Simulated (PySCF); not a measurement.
Orbital picture of BeB⁺

PBE at R = 2.222 Å; Be def2-TZVP, B def2-TZVP; no relativity (PySCF 2.14). State: ¹Σ⁺ (singlet), closed shell. Only the outer orbitals are listed, counted within each symmetry.

```csv
orbital,occ.,ε (eV),on Be (%),main shells (%)
3σ,2,-17.05,22,"74 B s, 14 Be s"
4σ,2,-12.25,52,"52 Be s, 30 B p, 18 B s"
1π,0,-10.53,20,"80 B p, 19 Be p"
1π,0,-10.53,20,"80 B p, 19 Be p"
5σ,0,-10.18,66,"38 Be p, 32 B p, 27 Be s"
```

**Question.** Which are the highest filled and the lowest empty level, where do they sit, and how wide is the gap?

**Answer.** Highest filled 4σ at -12.25 eV (in %: 52 Be s, 30 B p, 18 B s); lowest empty 1π at -10.53 eV (in %: 80 B p, 19 Be p); the gap at PBE is 1.72 eV.

The bond order (Mayer) is 1.10 and the ⟨S²⟩ is 0.000. The charge on Be (Mulliken, basis-dependent) is 0.53. The charge on Be (Löwdin, basis-dependent) is 0.63, the dipole moment (positive dipole points towards B; it is taken about the centre of mass and depends on that origin) is -2.82 D and the polarisability along the bond is 76.8 bohr³. The polarisability across the bond is 29.7 bohr³.
